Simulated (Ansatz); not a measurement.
C$_{2}$H$_{6}$O$_{2}$, triplet, at the geometry of the source list (a higher spin typed on purpose: for a closed-shell molecule this is an excited state); PBE0/6-311G** run with Ansatz (a quantum-chemistry and plane-wave program).

The Ansatz input:
Ansatz 0.2 input:
```yaml
crystal:
  periodic: [false, false, false]
  atoms:
    - {symbol: O, position_ang: [1.30260000, -0.68770000, 0.16370000]}
    - {symbol: C, position_ang: [0.54770000, 0.48680000, -0.07300000]}
    - {symbol: C, position_ang: [-0.89320000, 0.05090000, -0.34010000]}
    - {symbol: O, position_ang: [-1.44480000, -0.61330000, 0.76470000]}
    - {symbol: H, position_ang: [2.21430000, -0.44810000, 0.34940000]}
    - {symbol: H, position_ang: [0.57520000, 1.14410000, 0.80610000]}
    - {symbol: H, position_ang: [0.93500000, 1.03380000, -0.94260000]}
    - {symbol: H, position_ang: [-1.51960000, 0.92540000, -0.52550000]}
    - {symbol: H, position_ang: [-0.90580000, -0.59780000, -1.22740000]}
    - {symbol: H, position_ang: [-0.81140000, -1.29420000, 1.02450000]}
basis:
  gaussian:
    orbitals: 6-311G__.json
    nuclear_model: gaussian
hamiltonian:
  xc: pbe0
magnetization: {spin_polarized: true, initial_magnetization: 2}
```
The basis file holds 6-311G** in the JSON format of the Basis Set Exchange.

The log (banner, timings and long lists left out):

```
Functional definition: PBE0
878 factors; their error is unknown
mean field evaluation 1: about -6247.5881 eV, gradient 3.5e1 eV
mean field evaluation 2: about -6242.1101 eV, gradient 5.1e1 eV
mean field evaluation 4: about -6253.0134 eV, gradient 2.8e0 eV
mean field evaluation 8: about -6253.1630 eV, gradient 3.3e0 eV
mean field evaluation 16: about -6253.2622 eV, gradient 3.6e-3 eV
mean field evaluation 32: about -6253.0235 eV, gradient 9.7e-1 eV
mean field -6253.26221485 eV, -229.8031477825 hartree, gradient 8.8e-6 eV, S^2 2.003853; 3 other end points of the search recorded, 0 dependent functions left out
reference -6253.26224493 eV, -229.8031488879 hartree; 18, 16 occupied and 90, 92 virtual orbitals, 878 factors
Total energy: -6253.26224493 eV, -229.8031488879 hartree
```
